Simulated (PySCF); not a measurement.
PySCF input for Si(Me)(OH)2(PH2) (CH7O2PSi), SMILES C[Si](O)(O)P, C-PCM-B3LYP/def2-SVP. The structure is a stationary point at PBE0-D3(BJ)/def2-SVP. This is a generated structure with no PubChem entry under its InChIKey; it may be hypothetical. One conformer was computed; it need not be the lowest.

```python
import numpy as np
from pyscf import gto, scf, dft
from pyscf.solvent import pcm

mol = gto.M(
    atom='''
    C     1.95292263    0.05385477   -0.51672686
    Si    0.22789391    0.26095051    0.15082310
    O    -0.43627565    1.72701714   -0.28388611
    O     0.38583480    0.11582420    1.80320573
    P    -1.31167886   -1.21173227   -0.59221700
    H     2.35673661   -0.93467826   -0.25085445
    H     1.96629576    0.15164125   -1.61247775
    H     2.62685139    0.81478192   -0.09040008
    H     0.10696003    2.50344646   -0.11578163
    H    -0.43418414    0.15339750    2.30539627
    H    -1.05534883   -0.92277133   -1.96713794
    H    -0.39665145   -2.30899973   -0.55120836
    ''',
    basis='def2-SVP',
    charge=0,
    spin=0,
    max_memory=1600,
    verbose=3,
)
mf = dft.RKS(mol, xc='b3lyp').density_fit(auxbasis='def2-universal-jkfit')
mf.grids.level = 3
mf.conv_tol = 1e-9
mf.max_cycle = 100
mf.kernel()
res = {}
for name, eps in {'water': 78.355, 'diethylether': 4.24, 'methanol': 32.613}.items():
    s = mf.PCM()
    s.with_solvent.method, s.with_solvent.eps, s.with_solvent.lebedev_order = 'C-PCM', eps, 29
    s.kernel(mf.make_rdm1())
    res[name] = (s.e_tot, eps, s.dip_moment(), s.mo_energy, s.converged)
    print(f'{name}: electrostatic solvation free energy {(s.e_tot - mf.e_tot) * 627.509474:.3f} kcal/mol')
```

Program output:

```
converged SCF energy = -823.411240576859

WARN: PCM is an experimental feature. It is still in testing.
Features and APIs may be changed in the future.

converged SCF energy = -823.4232448386
Dipole moment(X, Y, Z, Debye):  1.64356,  1.10452,  0.14404
water: electrostatic solvation free energy -7.533 kcal/mol

WARN: PCM is an experimental feature. It is still in testing.
Features and APIs may be changed in the future.

converged SCF energy = -823.420326708742
Dipole moment(X, Y, Z, Debye):  1.52320,  1.05602,  0.14494
diethylether: electrostatic solvation free energy -5.702 kcal/mol

WARN: PCM is an experimental feature. It is still in testing.
Features and APIs may be changed in the future.

converged SCF energy = -823.423005590852
Dipole moment(X, Y, Z, Debye):  1.63321,  1.10050,  0.14416
methanol: electrostatic solvation free energy -7.383 kcal/mol
```

Self-consistency was reached.

Cost: very roughly 60 core-seconds.
